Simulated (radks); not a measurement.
Task: Spherical quantum dot in the effective-mass picture: electrons in a parabolic well V = omega^2 r^2 / 2 with omega = 2.86, all in effective atomic units (hartree* = m*/eps^2 hartree, bohr* = eps/m* bohr), one dielectric constant everywhere. Calculated with a radial shooting solver with Libxc functionals: non-relativistic Kohn-Sham, LDA (Slater exchange, Perdew-Wang correlation), spin-polarised, spherical densities. Levels are named by radial order and angular momentum (1s, 1p, 1d, 2s, ...), and open shells are averaged over m. At N = 15 the configuration is 1s2 1p6 1d(up 5, down 2). Does electron 16 go into 1d down or 2s down or 2s up?

Result: Into 1d down. The total energies of the other choices lie higher by 0.146 hartree* (2s up), 0.213 hartree* (2s down).
